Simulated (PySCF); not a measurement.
PBE on Sb (antimony, neutral), [Kr] 4d10 5s2 5p2 5d1, one real determinant (an excited configuration). All numbers are calculated (PySCF 2.14, scalar relativity through the core potential, in aug-cc-pVDZ-PP with ECP28MDF (5s4p3d, 32 functions)).

```
cycle= 1 E= -239.927430529669  delta_E= -0.00602  |g|= 0.017  |ddm|= 0.514
cycle= 2 E= -239.927503479956  delta_E= -7.3e-05  |g|= 0.00512  |ddm|= 0.0695
cycle= 3 E= -239.927511307744  delta_E= -7.83e-06  |g|= 0.000715  |ddm|= 0.00997
cycle= 4 E= -239.927511620194  delta_E= -3.12e-07  |g|= 2.69e-05  |ddm|= 0.00386
cycle= 5 E= -239.927511620117  delta_E= 7.67e-11  |g|= 3.18e-06  |ddm|= 0.000329
converged SCF energy = -239.927511620117  <S^2> = 3.7508567  2S+1 = 4.0004283
```

Highest occupied orbital energy: 0.665 eV; ⟨L²⟩ = 7.96; populations by l: s 4.01, p 8.00, d 10.99.

Can this result be used?

Not for this state. The calculation finished and met its thresholds. ⟨L²⟩ = 7.96 against 12 for a pure F term, so this real determinant mixes terms. Energies and moments cover only the electrons outside the core potential. The outer electron is Rydberg-like, and this basis confines it to a smaller radius and binds it less than a complete one would. At PBE the highest occupied level has a positive energy, so only the finite basis holds that electron; for this excited configuration the basis is too tight for the outer shell.
